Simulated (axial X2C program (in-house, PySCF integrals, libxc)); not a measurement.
# Bond lengths and stretching modes, held linear, of FTeF⁻

Computed with an in-house all-electron X2C program for linear molecules (integrals from PySCF): two-component X2C with atomic mean-field Coulomb and Gaunt terms, Gaussian nuclei, basis F dyall-av3z, Te dyall-v3z with contracted cores. Spin-free rows use the one-electron spin-free X2C Hamiltonian.

Masses F 18.998, Te 129.906, F 18.998 u. States: 2c Ω = 3/2 (beyond evenly filled blocks: ω = 3/2); spin-free M_S = 1/2, Λ = 1 (beyond evenly filled blocks: π+α, π+β, π-α).

MP2, 2c: energies above the lowest point

```
r(F–Te) (Å)  r(Te–F) (Å)  E (meV)
     2.0504       2.0504    37.47
     2.0504       2.1030    15.51
     2.0504       2.1556    24.61
     2.1030       2.0504    15.51
     2.1030       2.1030     0.00
     2.1030       2.1556    15.22
     2.1030       2.2082    54.05
     2.1556       2.0504    24.61
     2.1556       2.1030    15.22
     2.1556       2.1556    36.24
     2.2082       2.1030    54.05
     2.2082       2.2082   130.19
```

Q: Fit a quadratic surface with cubic terms in each bond: where is the minimum, and what are the two stretching wavenumbers?

A: At MP2, 2c: bonds 2.102 and 2.102 Å; harmonic stretches 408.0 and 434.6 cm⁻¹; force constants 1.78, 1.78 and coupling 0.34 mdyn/Å.

The other levels and Hamiltonians give:

| Hamiltonian | level | r(F–Te) (Å) | r(Te–F) (Å) | lower stretch (cm⁻¹) | upper stretch (cm⁻¹) |
| --- | --- | --- | --- | --- | --- |
| 2c | PBE0 | 2.102 | 2.102 | 399.6 | 425.0 |
| 2c | HF | 2.085 | 2.085 | 377.1 | 433.3 |
| 2c | TPSSh | 2.111 | 2.111 | 398.8 | 420.1 |
| spin-free | PBE0 | 2.095 | 2.095 | 402.9 | 430.1 |
| spin-free | HF | 2.079 | 2.079 | 380.0 | 439.0 |
| spin-free | TPSSh | 2.105 | 2.105 | 401.9 | 424.8 |
| spin-free | MP2 | 2.096 | 2.096 | 411.1 | 438.9 |

Each state is one determinant, the lowest of a limited PBE0 search; the stretches come from a fit to these few points and carry an uncertainty of a few per cent. Other orders of the atoms were not compared. MP2 freezes inner shells (threshold -2 hartree). For an anion the highest level of a functional can be positive, and the basis then holds the extra electron. The molecule was held linear; bending was not examined, so a bent shape may lie lower. Note: functional without a current term on a determinant with orbital currents, of the molecule or an atom.
